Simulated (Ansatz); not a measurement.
```yaml
crystal:
  periodic: [false, false, false]
  atoms:
    - {symbol: B, position_ang: [0.114941, -1.708382, -1.654563]}
    - {symbol: P, position_ang: [-1.407820, -0.784421, -0.876301]}
    - {symbol: P, position_ang: [0.168953, -1.741838, 1.731433]}
    - {symbol: B, position_ang: [-1.430892, -0.815706, 1.106957]}
    - {symbol: B, position_ang: [-1.569340, 1.031722, -1.612084]}
    - {symbol: P, position_ang: [-1.416526, 1.041303, 1.731508]}
    - {symbol: P, position_ang: [1.748549, -0.889828, -0.843348]}
    - {symbol: B, position_ang: [1.924926, -1.222637, 1.068786]}
    - {symbol: B, position_ang: [1.630455, 0.983947, -1.507123]}
    - {symbol: P, position_ang: [0.060263, 1.917959, -0.888882]}
    - {symbol: B, position_ang: [-0.072338, 2.269730, 1.041692]}
    - {symbol: H, position_ang: [0.346564, -2.826312, -1.158729]}
    - {symbol: H, position_ang: [0.113528, -1.659481, -2.869941]}
    - {symbol: H, position_ang: [-2.560582, -1.517808, -1.298392]}
    - {symbol: H, position_ang: [-0.063886, -3.130604, 1.496833]}
    - {symbol: H, position_ang: [0.185384, -1.739331, 3.160009]}
    - {symbol: H, position_ang: [-2.419267, -1.387533, 1.540691]}
    - {symbol: H, position_ang: [-1.502385, 0.966157, -2.830460]}
    - {symbol: H, position_ang: [-2.555436, 1.608148, -1.166507]}
    - {symbol: H, position_ang: [-2.743437, 1.518587, 1.519077]}
    - {symbol: H, position_ang: [-1.395056, 1.026593, 3.160763]}
    - {symbol: H, position_ang: [2.877740, -1.450200, -1.512457]}
    - {symbol: H, position_ang: [2.711770, -2.137457, 1.264309]}
    - {symbol: H, position_ang: [2.224931, -0.181743, 1.636465]}
    - {symbol: H, position_ang: [1.793986, 1.014133, -2.711590]}
    - {symbol: H, position_ang: [2.634695, 1.228445, -0.798644]}
    - {symbol: H, position_ang: [0.097565, 3.171411, -1.574085]}
    - {symbol: H, position_ang: [0.975362, 2.004711, 1.612799]}
    - {symbol: H, position_ang: [-0.472635, 3.410461, 1.231784]}
basis:
  gaussian: {orbitals: def2-TZVPD, initial_orbitals: start.molden}
magnetization: {spin_polarized: true, initial_magnetization: 1}
hamiltonian: {xc: pbe0, dispersion: d4}
scf: {omitted_lower_state_checks: [starts]}
output: {orbitals: {seedname: orbitals}}
```

The file start.molden holds the orbitals of an earlier run on this structure, at another level or in another basis.

```sh
$ ansatz run in.yaml --threads 4 --pin off --events-out ev --progress --plain --max-ram 6963MiB
```

(1) Does this run fit into the memory that it is given?

## Answers

(1) No. It has 599 basis functions, and Ansatz plans for 14 GiB where 7 GiB are given.
